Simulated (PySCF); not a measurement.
SbClBr₂, SMILES [Cl][Sb]([Br])[Br].

The structure is a stationary point at r2SCAN-D4/def2-SVP. The structure was generated by enumeration; whether it is a known compound was not checked. The def2 effective core potentials stand for the cores of Sb; spin–orbit coupling is left out.

Two levels are set side by side: TDDFT-PBE/def2-SVPD (PySCF) and TDDFT-LC-ωPBE/def2-SVPD (PySCF). Vertical, same geometry. The lowest singlet is HOMO−1→LUMO 70 %, HOMO−2→LUMO 16 % with PBE and HOMO→LUMO 86 % with the other functional; states are paired by order. Differences are taken from unrounded values.

```tsv
quantity	TDDFT-LC-ωPBE	TDDFT-PBE	TDDFT-PBE minus TDDFT-LC-ωPBE
lowest singlet excitation (eV)	5.06	4.27	-0.79
lowest triplet excitation (TDA) (eV)	4.16	3.83	-0.32
```

A lower first singlet is the usual sign of a functional without exact exchange. Differences between two approximate levels are no errors against the true value.

Rough cost on one machine, each run with all the roots and properties that it gave: TDDFT-LC-ωPBE against TDDFT-PBE about 5 times.
